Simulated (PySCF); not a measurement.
B(OH)(OMe)2 (C₂H₇BO₃), SMILES COB(O)OC.

Geometry optimised at PBE0-D3(BJ)/def2-SVP. Other conformers were not sampled.

Two levels are set side by side: PBE/def2-TZVP (PySCF) and HF/def2-TZVP (PySCF). Same geometry, gas phase. Differences are taken from unrounded values.

```
quantity                       PBE
---------------------------  -----
orbital gap (eV)              6.65
highest occupied level (eV)  -6.57
lowest empty level (eV)       0.07
dipole moment (D)             0.24
mean polarisability (bohr³)   51.7
```

Task: These are the PBE values. What does HF give? (The exact figures need the calculation; the answer reports its results.)

Result: 
```csv
quantity,HF,PBE minus HF
orbital gap (eV),15.53,-8.89
highest occupied level (eV),-12.16,5.58
lowest empty level (eV),3.38,-3.30
dipole moment (D),0.30,-0.06
mean polarisability (bohr³),45.0,6.7
```

PBE's occupied levels lie high since its potential decays too fast outside the molecule; exact exchange lowers them and widens the gap. PBE's more diffuse valence density responds more strongly to a field. Differences between two approximate levels are no errors against the true value.

Rough cost on one machine, each run with all the roots and properties that it gave: HF against PBE about 1/4.
